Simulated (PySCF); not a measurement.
# Ionisation energy of Se³⁺ by level of theory

Se³⁺ [Ar] 3d10 4s2 4p1 [4p1/2^1, M_J = 1/2] → Se⁴⁺ [Ar] 3d10 4s2, as a difference of total energies. Calculation: PySCF 2.14, in x2c-TZVPall-2c (6s7p4d1f, 54 functions); the two-component X2C-1e Hamiltonian. Correlated levels: [Ne] frozen. "Screened" scales the spin-orbit matrix elements by Boettger's factors to mimic the two-electron term; Breit and QED terms are absent.

```tsv
method	ionisation energy (eV)	error (eV)
GHF (spin-free)	41.966	-0.981
GMP2 (spin-free)	42.348	-0.599
GHF (screened spin-orbit)	42.325	-0.622
GMP2 (screened spin-orbit)	42.717	-0.230
```

Reference: 42.947 eV (measured; NIST Atomic Spectra Database, ionization energies).

The spin-free rows lack the spin-orbit shift.

Errors of the correlated levels include the incompleteness of this basis and the frozen core.
